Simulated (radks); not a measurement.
Species: Rb2+. Configuration: [Ar] 3d10 4s2 4p5. Calculated with a radial shooting solver on a logarithmic mesh with Libxc functionals: scalar-relativistic Kohn-Sham, SCAN, spin-polarised, spherical densities, finite nucleus; open shells are filled with parallel spins first (spin-orbit coupling, left out, can overturn this in heavy ions); meta-GGA in the generalised Kohn-Sham scheme; Fermi nuclear charge, rms radius 4.2036 fm. Some entries of the table are withheld. Estimate them.

orbital,occ.,eigenvalue (eV),<r> (bohr)
1s up,1,-15091.36,0.04030
1s down,1,-15091.23,0.04030
2s up,1,-2044.652,0.1777
2s down,1,-2044.604,0.1777
2p up,3,-1812.193,0.1551
2p down,3,-1812.082,0.1551
3s up,1,-325.2026,0.5092
3s down,1,-325.0880,0.5092
3p up,3,(1),(2)
3p down,3,(3),(4)
3d up,5,-125.6896,0.5249
3d down,5,-125.4975,0.5242
4s up,1,-52.1542,1.426
4s down,1,-50.8108,1.430
4p up,3,-34.8427,1.628
4p down,2,-33.5698,1.637

Answer. 
(1) 3p up eigenvalue (eV): -249.7439
(2) 3p up <r> (bohr): 0.5178
(3) 3p down eigenvalue (eV): -249.5994
(4) 3p down <r> (bohr): 0.5178
